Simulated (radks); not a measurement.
Coulomb parameter of the 3d shell of the zinc ion Zn2+ in the model configuration [Ar] 3d9 4s1, as a second difference U = [E(n + 0.25) + E(n - 0.25) - 2 E(n)] / (0.25)^2 with all orbitals relaxed. "Bare": the charge of the atom changes with n. "Screened": the 4s shell takes up the change at fixed total charge, which measures U(3d,3d) + U(4s,4s) - 2 U(3d,4s). All-electron calculation, scalar-relativistic Kohn-Sham, PBE, spin-unpolarised, spherical densities, finite nucleus; Fermi nuclear charge, rms radius 3.9283 fm. Program: a radial shooting solver on a logarithmic mesh with Libxc functionals.

case                 configuration  E - E(n) (eV)
start                 [Ar] 3d9 4s1          0.000
bare +0.25         [Ar] 3d9.25 4s1         -8.873
bare -0.25         [Ar] 3d8.75 4s1         10.109
screened +0.25  [Ar] 3d9.25 4s0.75         -2.985
screened -0.25  [Ar] 3d8.75 4s1.25          3.308

U(bare) = 19.775 eV, U(screened by 4s) = 5.179 eV, against the Slater integral F0(3d,3d) = 30.392 eV with frozen orbitals.
